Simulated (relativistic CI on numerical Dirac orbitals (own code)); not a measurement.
# Electric-dipole transitions in Os42+

These numbers are calculated, not measured: Dirac-Coulomb-Breit CI, KLI orbitals optimised for each configuration, model QED (radiative potential, 1s self-energy scaled to tabulated hydrogen-like ionisation energies), unscaled Slater integrals (own radial code, finite nucleus).

Configurations in the expansion (outside the closed core [Ar] 3d10): 4s2.4p4, 4s.4p5, 4s2.4p3.4d, 4p6, 4s.4p4.4d, 4s2.4p3.4f, 4s.4p4.4f, 4p5.4d, 4s.4p3.4d2, 4s2.4p2.4d.4f, 4p5.4f, 4p4.4d2, 4p3.4d3, 4p3.4d2.4f. Double excitations out of closed p, d and f shells are left out; levels of such configurations are missing from the list, as are those of other unlisted configurations, and high levels can miss mixing partners.

```csv
λ vac (nm),Lower,Upper,A (s⁻¹),E lower (eV),E upper (eV)
4.1079,4s.4p5 1P°_1 [15],4s.4p4.4d 1D_2 [128],1.15e+12,226.509,528.329
4.2859,4s2.4p4 3P_2 [1],4s2.4p3.4d 3P°_1 [28],6.98e+11,0.000,289.287
4.3167,4s2.4p4 3P_1 [3],4s2.4p3.4d 3D°_2 [57],8.30e+11,106.481,393.703
4.3260,4s2.4p4 3P_2 [1],4s2.4p3.4d 3S°_1 [26],1.95e+12,0.000,286.601
4.3311,4s2.4p4 3P_2 [1],4s2.4p3.4d 3D°_3 [25],1.93e+12,0.000,286.263
4.3333,4s2.4p4 3P_2 [1],4s2.4p3.4d 3P°_2 [24],2.37e+12,0.000,286.120
4.3398,4s2.4p4 1S_0 [2],4s2.4p3.4d 3D°_1 [31],2.25e+12,10.604,296.294
4.3667,4s2.4p4 3P_1 [3],4s2.4p3.4d 3P°_1 [54],1.49e+12,106.481,390.414
4.3909,4s2.4p4 1D_2 [4],4s2.4p3.4d 3D°_2 [57],8.60e+11,111.336,393.703
4.3910,4s2.4p4 3P_2 [1],4s2.4p3.4d 3D°_3 [22],3.18e+11,0.000,282.358
4.3962,4s2.4p4 1D_2 [4],4s2.4p3.4d 1F°_3 [56],1.84e+12,111.336,393.361
4.3997,4s2.4p4 3P_1 [3],4s2.4p3.4d 3P°_0 [52],2.45e+12,106.481,388.283
5.1239,4s2.4p3.4d 3D°_2 [5],4s.4p4.4d 3G_3 [63],6.73e+11,158.702,400.676
5.1412,4s2.4p3.4d 3D°_2 [5],4s.4p4.4d 3D_2 [61],7.93e+11,158.702,399.860
5.1594,4s2.4p3.4d 3P°_0 [6],4s.4p4.4d 3D_1 [65],7.32e+11,161.691,401.998
5.1639,4s2.4p3.4d 3D°_1 [7],4s.4p4.4d 3D_1 [65],7.04e+11,161.898,401.998
5.2052,4s2.4p3.4d 3G°_5 [30],4s.4p4.4d 3F_4 [130],8.25e+11,291.841,530.032
5.2103,4s2.4p3.4d 3D°_1 [7],4s.4p4.4d 3D_2 [61],6.88e+11,161.898,399.860
5.2140,4s2.4p3.4d 3F°_3 [8],4s.4p4.4d 3G_3 [63],9.54e+11,162.886,400.676
5.2160,4s2.4p3.4d 3D°_3 [11],4s.4p4.4d 3F_2 [77],7.23e+11,198.791,436.489
5.2699,4s2.4p3.4d 3F°_4 [9],4s.4p4.4d 3F_4 [72],8.18e+11,183.746,419.017
5.3627,4s2.4p3.4d 3F°_4 [9],4s.4p4.4d 3D_3 [70],6.66e+11,183.746,414.944
5.4042,4s2.4p3.4d 3G°_4 [20],4s2.4p3.4f 3G_4 [102],5.09e+11,268.961,498.381
5.4257,4s2.4p3.4d 3D°_2 [5],4s.4p4.4d 3D_1 [51],8.18e+11,158.702,387.215
5.4377,4s2.4p3.4d 3D°_3 [11],4s.4p4.4d 3D_3 [74],6.28e+11,198.791,426.798
5.4871,4s2.4p3.4d 3P°_2 [10],4s.4p4.4d 3D_3 [69],3.87e+11,184.424,410.381
5.4958,4s2.4p4 1D_2 [4],4s.4p5 3P°_1 [39],1.32e+12,111.336,336.933
5.5982,4s2.4p3.4d 3F°_3 [8],4s.4p4.4d 5D_4 [49],4.87e+11,162.886,384.358
5.6117,4s2.4p3.4d 3G°_5 [30],4s.4p4.4d 3G_5 [115],5.27e+11,291.841,512.780
5.6299,4s2.4p3.4d 3D°_3 [11],4s.4p4.4d 3F_4 [72],3.88e+11,198.791,419.017
5.7802,4s2.4p4 3P_2 [1],4s.4p5 3P°_2 [13],4.53e+11,0.000,214.499
5.8181,4s2.4p3.4d 3F°_4 [9],4s.4p4.4d 5F_5 [59],5.66e+11,183.746,396.848
5.8401,4s.4p5 3P°_2 [13],4s.4p4.4d 3D_3 [74],6.73e+11,214.499,426.798
5.8845,4s2.4p4 3P_1 [3],4s2.4p3.4d 1D°_2 [37],7.52e+11,106.481,317.176
5.9046,4s.4p5 1P°_1 [15],4s.4p4.4d 3F_2 [77],7.27e+11,226.509,436.489
5.9147,4s2.4p4 3P_0 [14],4s2.4p3.4d 3D°_1 [76],1.41e+12,222.137,431.758
6.0233,4s2.4p4 1D_2 [4],4s2.4p3.4d 1D°_2 [37],5.55e+11,111.336,317.176
6.0827,4s2.4p4 3P_1 [3],4s2.4p3.4d 1P°_1 [35],6.42e+11,106.481,310.312
6.0927,4s.4p5 3P°_2 [13],4s.4p4.4d 3P_2 [71],4.72e+11,214.499,417.996
6.1054,4s2.4p3.4d 3G°_5 [30],4s2.4p3.4f 3H_6 [100],3.83e+11,291.841,494.913
6.1321,4s2.4p4 1D_2 [4],4s2.4p3.4d 1F°_3 [36],7.27e+11,111.336,313.526
6.1417,4s2.4p4 3P_1 [3],4s2.4p3.4d 3D°_2 [34],3.26e+11,106.481,308.354
6.2369,4s2.4p4 3P_2 [1],4s2.4p3.4d 3D°_3 [11],5.31e+11,0.000,198.791
6.2931,4s2.4p4 1D_2 [4],4s2.4p3.4d 3D°_2 [34],2.61e+11,111.336,308.354
6.4472,4s2.4p3.4d 3D°_3 [11],4s2.4p3.4f 3F_4 [55],2.45e+11,198.791,391.098
```

Terms are leading LS components. Brackets give the number of a level in order of energy, since labels repeat. The list gives strong lines, with weight on those to low levels, without lines whose two gauges differ by over a factor of 2.5, among the lowest 200 of 2773 levels, so that lines to higher ones, which can be the strongest, are missing. Levels whose partners in the same complex of configurations lie outside the list can be far off, and so can their lines. Rates are taken at the computed energies, electric ones in the length gauge.

At this charge energies of transitions that change n are usually good to better than 1 %, and those within a shell (Δn = 0) to a few per cent.

LS names give the leading component of a level, which can be under half, so a name can repeat, a term be missing and a line seem to break the LS rules.
